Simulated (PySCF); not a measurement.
C8H7OP.
SMILES: `O=[P@@H]1C=CC2=CC=CC=C21`

Level: PBE0/def2-SVPD in PySCF, non-relativistic, on one gas-phase PBE0-D3(BJ)/def2-SVP geometry that isn't relaxed in the solvent. The solvent is an IEF-PCM continuum (cavity from Bondi-type radii × 1.2), and excitations are vertical TDDFT with non-equilibrium linear response and a frozen core. The model holds no explicit solvent molecules, cavitation or dispersion.

Gas-phase singlets (H = HOMO, L = LUMO):

```json
{"state": "S1", "E (eV)": "4.124", "λ (nm)": "301", "f": "0.037", "leading configuration": "H→L 88%"}
{"state": "S2", "E (eV)": "4.565", "λ (nm)": "272", "f": "0.022", "leading configuration": "H-1→L 73%"}
{"state": "S3", "E (eV)": "4.601", "λ (nm)": "269", "f": "0.007", "leading configuration": "H-2→L 93%"}
{"state": "S4", "E (eV)": "4.879", "λ (nm)": "254", "f": "0.023", "leading configuration": "H-3→L 78%"}
{"state": "S5", "E (eV)": "5.639", "λ (nm)": "220", "f": "0.268", "leading configuration": "H→L+1 46%"}
```

Problem. What are the lowest 5 singlets in dimethylsulfoxide (ε = 46.83)?

Solution. 
```csv
state,E (eV),λ (nm),f,leading configuration,change by rank (eV)
S1,4.104,302,0.085,H→L 95%,-0.020
S2,4.659,266,0.014,H-1→L 74%,+0.094
S3,5.085,244,0.014,H-2→L 94%,+0.484
S4,5.146,241,0.031,H-3→L 87%,+0.267
S5,5.607,221,0.569,H→L+1 63%,-0.032
```

Problem. How do the frontier levels move from gas to dimethylsulfoxide?

Solution. 
```json
{"orbital": "LUMO+2", "gas (eV)": "0.22", "solvent (eV)": "0.43", "change (eV)": "+0.21"}
{"orbital": "LUMO+1", "gas (eV)": "-1.04", "solvent (eV)": "-0.83", "change (eV)": "+0.21"}
{"orbital": "LUMO", "gas (eV)": "-2.10", "solvent (eV)": "-1.95", "change (eV)": "+0.15"}
{"orbital": "HOMO", "gas (eV)": "-7.20", "solvent (eV)": "-7.03", "change (eV)": "+0.17"}
{"orbital": "HOMO-1", "gas (eV)": "-7.85", "solvent (eV)": "-7.76", "change (eV)": "+0.09"}
{"orbital": "HOMO-2", "gas (eV)": "-7.90", "solvent (eV)": "-8.28", "change (eV)": "-0.38"}
{"orbital": "HOMO-3", "gas (eV)": "-8.14", "solvent (eV)": "-8.38", "change (eV)": "-0.24"}
```

The HOMO–LUMO gap goes from 5.10 to 5.08 eV. Rows go by rank; for HOMO-3, HOMO-2 and HOMO-1 the atom shares or the degeneracy differ between the runs, so the row needn't follow one orbital.

Hardware: one thread of an Arm Neoverse N1, shared host with 64 logical CPUs at a one-minute load of 58. Cost: 1.7 min wall, 1.2 GiB resident at most. This is the whole response run at PBE0/def2-SVPD in dimethylsulfoxide, SCF included.
